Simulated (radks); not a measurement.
Values are calculated unless marked as measured or tabulated.
Problem. Ionisation of the samarium ion Sm3+, [Xe] 4f5, to Sm4+, [Xe] 4f4, under several functionals. Scalar-relativistic Kohn-Sham, spin-unpolarised, spherical densities, finite nucleus; a radial shooting solver on a logarithmic mesh with Libxc functionals. The NIST Atomic Spectra Database gives 41.6 eV (semi-empirical). Rank these functionals by the error of their Delta-SCF ionisation energy: exchange-only PBE; AM05; SCAN; r2SCAN; LDA (Slater exchange, Perdew-Zunger correlation); Wu-Cohen GGA; exchange-only LDA; B86b exchange with PBE correlation; XLYP; HCTH/407; exchange-only r2SCAN; BP86.

Solution. From best to worst: r2SCAN 41.543 eV (-0.097); SCAN 41.484 eV (-0.156); XLYP 41.818 eV (+0.178); B86b exchange with PBE correlation 42.005 eV (+0.365); Wu-Cohen GGA 42.047 eV (+0.407); AM05 42.088 eV (+0.448); BP86 42.094 eV (+0.454); LDA (Slater exchange, Perdew-Zunger correlation) 42.330 eV (+0.690); exchange-only PBE 40.554 eV (-1.086); exchange-only LDA 40.492 eV (-1.148); HCTH/407 43.120 eV (+1.480); exchange-only r2SCAN 39.920 eV (-1.720). Spin polarisation and multiplet splitting are left out, so open shells lie too high by an amount that depends on their filling. Spin-orbit splitting is averaged out at the scalar-relativistic level.

Beside tabulated values, note that spin-unpolarised runs miss the spin-polarisation part of the exchange energy of open shells.
